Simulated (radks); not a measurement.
Charge is removed step by step from the 3p down level of the selenium ion Se+, starting from [Ne] 3s2 3p(up 3, down 3) 3d10 4s2 4p3. Calculated with a radial shooting solver on a logarithmic mesh with Libxc functionals: scalar-relativistic Kohn-Sham, r2SCAN, spin-polarised, spherical densities, finite nucleus; open shells are filled with parallel spins first; meta-GGA in the generalised Kohn-Sham scheme; Fermi nuclear charge, rms radius 4.14 fm.

| removed (e) | E - E(0) (eV) | eigenvalue (eV) | E minus straight line (eV) |
|---|---|---|---|
| 0 | 0.000 | -166.95 | 0.000 |
| 0.25 | 42.450 | -172.80 | -2.253 |
| 0.5 | 86.380 | -178.80 | -3.025 |
| 0.75 | 131.82 | -184.91 | -2.284 |
| 1 | 178.81 | -191.14 | 0.000 |

Removing the whole electron costs 178.81 eV by Delta-SCF, against 166.95 eV from minus the eigenvalue at the starting occupation. Slater's transition state (half an electron removed) gives 178.80 eV. Integrating minus the eigenvalue over the occupation (Janak's theorem) gives 178.88 eV. In this scalar-relativistic scheme the density is built from large components alone, so the theorem holds only approximately. The mean slope of the eigenvalue, de/dn, is 24.2 eV per electron.
